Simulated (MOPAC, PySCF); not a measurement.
[Cd(Cl)(NH2)], neutral singlet in the gas phase. 

Cartesian coordinates (Å):
```xyz
5

Cd    -0.1324     0.1292     0.2043
Cl     1.5250     1.5846     0.8564
N     -1.4583    -1.2237    -0.5243
H     -2.3262    -0.7282    -0.7875
H     -1.7441    -1.8536     0.2437
```
Charge 0, multiplicity 1.

All levels are single points at this geometry (BP86-D3(BJ)/def2-SVP); Pople sets use spherical d functions. Orbital energies aren't observables, and empty levels follow the basis.

PBE-D3(BJ)/def2-TZVP in PySCF gives gap (eV) = 3.87.

**Question.** Estimate the gap (eV) from each of these levels: B3LYP-D3(BJ)/def2-TZVP in PySCF; TPSSh-D3(BJ)/def2-TZVP in PySCF; B3LYP/6-31G* (LANL2DZ on Cd) in PySCF; B3LYP/LANL2DZ in PySCF; PBE/6-31G* (LANL2DZ on Cd) in PySCF; SVWN5/6-31G* (LANL2DZ on Cd) in PySCF; PM3 in MOPAC; PM6 in MOPAC.

**Answer.** 
```tsv
level	gap (eV)
B3LYP-D3(BJ)/def2-TZVP in PySCF	5.48
TPSSh-D3(BJ)/def2-TZVP in PySCF	4.92
B3LYP/6-31G* (LANL2DZ on Cd) in PySCF	5.15
B3LYP/LANL2DZ in PySCF	4.99
PBE/6-31G* (LANL2DZ on Cd) in PySCF	3.54
SVWN5/6-31G* (LANL2DZ on Cd) in PySCF	3.48
PM3 in MOPAC	8.81
PM6 in MOPAC	7.98
```
